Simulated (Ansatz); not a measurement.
`C[S][Ge][OH]`, 8 atoms. The species carries charge 0 and has multiplicity 1. Correlated methods include outer-core shells of Ge, which these sets cover unevenly. Scalar relativity is left out up to krypton. All runs use 4 threads of an Arm Neoverse V2 on a shared host. Correlated methods freeze the cores.

Problem. Give the basis size and wall time and peak host memory of each of these runs in Ansatz. RKS B2PLYP (frozen core)/def2-TZVPP energy; RKS PBE0-D4/def2-SVP energy; RHF-CCSD(T)/def2-TZVPP energy; RKS PBE-D4/def2-TZVPP energy and forces; RHF-MP2/def2-QZVPP energy; direct RPA on PBE orbitals/def2-TZVPP energy; RKS ωB97M-V/def2-SVP energy; RHF-CCSD(T)/def2-SVP energy; RKS HSE06 (plane-wave form)-D4/def2-TZVPP energy; RKS PBE0-D4/def2-QZVPP energy; RKS PBE0-D4/def2-TZVP relaxation (9 steps); RKS ωB97M-V/def2-QZVPP energy. (Best estimate.)

Solution. Ansatz gave: Other jobs shared the machine, so times are rough.

```json
{"level": "RKS PBE0-D4/def2-SVP", "job": "energy", "functions": "98", "wall time": "1.1 s", "peak host memory (GiB)": "0.2"}
{"level": "RKS PBE-D4/def2-TZVPP", "job": "energy and forces", "functions": "208", "wall time": "1.9 s", "peak host memory (GiB)": "0.26"}
{"level": "RKS HSE06 (plane-wave form)-D4/def2-TZVPP", "job": "energy", "functions": "208", "wall time": "2.5 s", "peak host memory (GiB)": "0.54"}
{"level": "RHF-CCSD(T)/def2-SVP", "job": "energy", "functions": "98", "wall time": "3.5 s", "peak host memory (GiB)": "0.38"}
{"level": "RKS B2PLYP (frozen core)/def2-TZVPP", "job": "energy", "functions": "208", "wall time": "4.1 s", "peak host memory (GiB)": "0.51"}
{"level": "RKS ωB97M-V/def2-SVP", "job": "energy", "functions": "98", "wall time": "4.1 s", "peak host memory (GiB)": "0.3"}
{"level": "direct RPA on PBE orbitals/def2-TZVPP", "job": "energy", "functions": "208", "wall time": "5.5 s", "peak host memory (GiB)": "0.47"}
{"level": "RKS PBE0-D4/def2-QZVPP", "job": "energy", "functions": "393", "wall time": "7 s", "peak host memory (GiB)": "1.4"}
{"level": "RHF-MP2/def2-QZVPP", "job": "energy", "functions": "393", "wall time": "15 s", "peak host memory (GiB)": "2"}
{"level": "RKS ωB97M-V/def2-QZVPP", "job": "energy", "functions": "393", "wall time": "16 s", "peak host memory (GiB)": "1.6"}
{"level": "RKS PBE0-D4/def2-TZVP", "job": "relaxation (9 steps)", "functions": "171", "wall time": "26 s", "peak host memory (GiB)": "0.45"}
{"level": "RHF-CCSD(T)/def2-TZVPP", "job": "energy", "functions": "208", "wall time": "78 s", "peak host memory (GiB)": "2.8"}
```
